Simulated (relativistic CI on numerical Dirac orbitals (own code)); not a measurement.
## Inner-shell lines of Sb³⁵⁺

Method of calculation: Dirac-Coulomb-Breit CI, KLI orbitals optimised for each configuration, model QED (radiative potential, 1s self-energy scaled to tabulated hydrogen-like ionisation energies), valence Slater integrals scaled by 0.85 (own radial code, finite nucleus).

CI space (outside the closed core 1s2 2p6): 2s2 3s2 3p4, 2s 3s2 3p5, 2s 3s2 3p4 4p, 2s 3s 3p6, 2s 3s 3p5 4p, 2s2 3s 3p5. Levels of other configurations are missing.

The table holds the strongest lines. The upper levels have an inner-shell vacancy. Auger decay, open to those above the ionisation limit, is not computed, and radiative decays to configurations outside the model are missing too. Absolute energies can be off by a few tenths of a per cent, and at this charge the scaling can make term splittings too narrow, so close lines can change order. LS names give the leading component, which can be well under half, for lower levels too. Brackets number the levels in order of energy.

```
E (eV)                     Upper                 Lower   A (s⁻¹)  gA (s⁻¹)
4193.0     2s 3s2 3p5 3P°_2 [10]  2s2 3s2 3p4 1D_2 [4]  3.72e+13  1.86e+14
4193.5     2s 3s2 3p5 3P°_1 [13]  2s2 3s2 3p4 3P_0 [5]  5.87e+13  1.76e+14
4196.2     2s 3s2 3p5 1P°_1 [11]  2s2 3s2 3p4 1D_2 [4]  8.07e+13  2.42e+14
4198.9     2s 3s2 3p5 3P°_2 [10]  2s2 3s2 3p4 3P_1 [3]  4.44e+13  2.22e+14
4249.1     2s 3s2 3p5 1P°_1 [11]  2s2 3s2 3p4 1S_0 [2]  4.96e+13  1.49e+14
4256.4     2s 3s2 3p5 3P°_1 [13]  2s2 3s2 3p4 1D_2 [4]  1.34e+14  4.01e+14
4256.9     2s 3s2 3p5 3P°_2 [10]  2s2 3s2 3p4 3P_2 [1]  8.22e+13  4.11e+14
4260.1     2s 3s2 3p5 1P°_1 [11]  2s2 3s2 3p4 3P_2 [1]  1.14e+14  3.42e+14
4260.9     2s 3s2 3p5 3P°_0 [12]  2s2 3s2 3p4 3P_1 [3]  1.50e+14  1.50e+14
4261.2       2s 3s 3p6 3S_1 [14]  2s2 3s 3p5 3P°_2 [6]  1.25e+14  3.76e+14
5340.8    2s 3s 3p5 4p 3D_3 [59]  2s2 3s 3p5 3P°_2 [6]  1.83e+13  1.28e+14
5349.0  2s 3s2 3p4 4p 3D°_3 [17]  2s2 3s2 3p4 3P_2 [1]  1.88e+13  1.32e+14
5351.6  2s 3s2 3p4 4p 3F°_3 [36]  2s2 3s2 3p4 1D_2 [4]  2.06e+13  1.44e+14
5363.9    2s 3s 3p5 4p 3P_2 [65]  2s2 3s 3p5 3P°_2 [6]  2.92e+13  1.46e+14
5365.0    2s 3s 3p5 4p 5P_3 [66]  2s2 3s 3p5 3P°_2 [6]  1.85e+13  1.29e+14
5374.8  2s 3s2 3p4 4p 3P°_2 [25]  2s2 3s2 3p4 3P_2 [1]  3.28e+13  1.64e+14
5375.6  2s 3s2 3p4 4p 3D°_2 [42]  2s2 3s2 3p4 3P_1 [3]  2.68e+13  1.34e+14
5375.8  2s 3s2 3p4 4p 3D°_3 [27]  2s2 3s2 3p4 3P_2 [1]  2.85e+13  2.00e+14
5376.3  2s 3s2 3p4 4p 1F°_3 [48]  2s2 3s2 3p4 1D_2 [4]  3.84e+13  2.69e+14
5379.1  2s 3s2 3p4 4p 1D°_2 [51]  2s2 3s2 3p4 1D_2 [4]  2.73e+13  1.37e+14
```
